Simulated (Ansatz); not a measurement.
Relaxation of AlClH3NO (7 atoms, charge 0, multiplicity 1), to a largest force component of 0.02 eV/Å in at most 40 steps.

These are results of Ansatz 0.2.0, RKS PBE/def2-SVP, not measurements.

```xyz
7
Properties=species:S:1:pos:R:3
Al 0.000 0.000 0.000
N 0.000 0.000 1.920
H -0.877 -0.271 2.450
H 0.877 0.271 2.450
O 1.542 0.000 -0.890
H 1.841 -0.952 -1.045
Cl -1.931 0.000 -1.115
```

**Question.** Where does it end, and by what steps?

**Answer.** The run converged. After 7 steps the energy has fallen by 0.658 eV; H6 moved furthest, 0.69 Å.

| step | energy less start (eV) | largest force component (eV/Å) | accepted |
| --- | --- | --- | --- |
| 0 | 0.0000 | 1.848 | yes |
| 1 | -0.4136 | 1.328 | yes |
| 2 | -0.5075 | 0.764 | yes |
| 3 | -0.5461 | 0.738 | yes |
| 4 | -0.5944 | 0.598 | yes |
| 5 | -0.6311 | 0.468 | yes |
| 6 | -0.6510 | 0.077 | yes |
| 7 | -0.6577 | 0.009 | yes |

```xyz
7
Properties=species:S:1:pos:R:3
Al 0.054 -0.170 0.129
N -0.045 0.038 1.882
H -0.913 0.157 2.407
H 0.762 0.054 2.507
O 1.597 -0.360 -0.590
H 1.720 -0.485 -1.543
Cl -1.724 -0.185 -1.021
```

Whether the end is a true minimum wasn't checked by a vibrational analysis.

Run time: 24 s on 1 thread of Arm Neoverse V1 (shared host), peak memory 0.14 GiB.
